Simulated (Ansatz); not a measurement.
Relaxation of F$_{3}$GeH$_{2}$ (6 atoms, charge 0, multiplicity 2), to a largest force component of 0.03 eV/Å in at most 50 steps.

The calculation used Ansatz, UKS B3LYP-D4/def2-SVP.

```xyz
6
Properties=species:S:1:pos:R:3:forces:R:3
Ge 0.123 -0.210 -0.136 -0.03 0.05 0.04
F -0.262 0.454 2.642 -0.07 0.13 -0.05
F 1.599 -0.008 -1.056 0.05 0.01 -0.05
H -0.663 1.149 -0.264 0.03 -0.04 0.02
F -0.790 -1.390 -1.051 -0.03 -0.04 -0.05
H 0.056 -0.102 3.310 0.06 -0.10 0.08
```

**Question.** Where does it end, and by what steps?

**Answer.** It converged. The force dipped under the threshold on the way, but the program's further checks kept it going. After 24 steps the energy has fallen by 0.311 eV; F5 moved furthest, 1.67 Å.

```tsv
step	energy less start (eV)	largest force component (eV/Å)	accepted
0	0.0000	0.130	yes
1	0.0741	2.015	no
2	-0.0018	0.392	yes
3	-0.0054	0.105	yes
4	-0.0056	0.043	yes
5	-0.0057	0.008	yes
6	-0.0057	0.006	yes
7	-0.0059	0.131	yes
8	-0.0077	0.155	yes
9	-0.0097	0.508	yes
10	-0.0236	0.536	yes
11	-0.0441	0.381	yes
12	-0.0540	0.867	yes
13	-0.0406	2.038	no
14	-0.0804	0.606	yes
15	-0.0992	0.140	yes
16	-0.1242	0.601	yes
17	-0.1288	2.051	yes
18	-0.1993	1.650	yes
19	-0.2709	0.952	yes
20	-0.2925	0.509	yes
21	-0.3034	0.538	yes
22	-0.3090	0.150	yes
23	-0.3108	0.046	yes
24	-0.3109	0.009	yes
```

```xyz
6
Properties=species:S:1:pos:R:3
Ge 0.584 0.259 -0.013
F -0.282 0.234 2.611
F 1.111 -0.277 -1.590
H -0.481 1.390 -0.253
F -0.342 -1.164 0.540
H -0.527 -0.548 2.149
```

Time of the run: 54 s on 2 threads of Arm Neoverse V2, with other jobs on the host, peak memory 0.24 GiB.
